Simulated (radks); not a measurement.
Q: Excited configurations of the krypton ion Kr+: one electron is placed in a higher orbital outside [Ar] 3d10 4s2 4p4. The ground configuration is [Ar] 3d10 4s2 4p5. Method: non-relativistic Kohn-Sham, PBE, spin-unpolarised, spherical densities, point nucleus; computed with a radial shooting solver on a logarithmic mesh with Libxc functionals. Excitation = E - E(ground); binding = E(ion) - E, where the ion is the core of charge +2; n* = 2/sqrt(2 binding) in atomic units, and the quantum defect is n - n*.

| outer orbital | excitation (eV) | binding (eV) | n* | quantum defect | eigenvalue (eV) | <r> (bohr) |
|---|---|---|---|---|---|---|
| 5s | 15.090 | 10.074 | 2.324 | 2.676 | -7.683 | 4.245 |
| 5d | 20.635 | 4.529 | 3.466 | 1.534 | -3.404 | 7.890 |
| 5f | 22.766 | 2.399 | 4.763 | 0.237 | -1.805 | 14.51 |
| 6s | 20.086 | 5.078 | 3.274 | 2.726 | -4.019 | 8.369 |
| 6f | 23.449 | 1.715 | 5.633 | 0.367 | -1.342 | 21.84 |
| 7s | 22.105 | 3.060 | 4.217 | 2.783 | -2.466 | 13.88 |
| 7d | 23.238 | 1.926 | 5.316 | 1.684 | -1.538 | 20.76 |
| 7f | 23.887 | 1.278 | 6.526 | 0.474 | -1.024 | 30.62 |

Estimate the row for 4d.

A: excitation (eV) 16.452; binding (eV) 8.712; n* 2.499; quantum defect 1.501; eigenvalue (eV) -5.401; <r> (bohr) 3.323. The Delta-SCF ionisation energy is 25.164 eV (NIST Atomic Spectra Database: 24.360 eV, measured). Self-interaction in the functional shifts the binding energies and quantum defects, so they are the method's values and not measured ones. Spin polarisation and multiplet splitting are left out, so open shells lie too high by an amount that depends on their filling.

Beside tabulated values, note that spin-unpolarised runs miss the spin-polarisation part of the exchange energy of open shells.
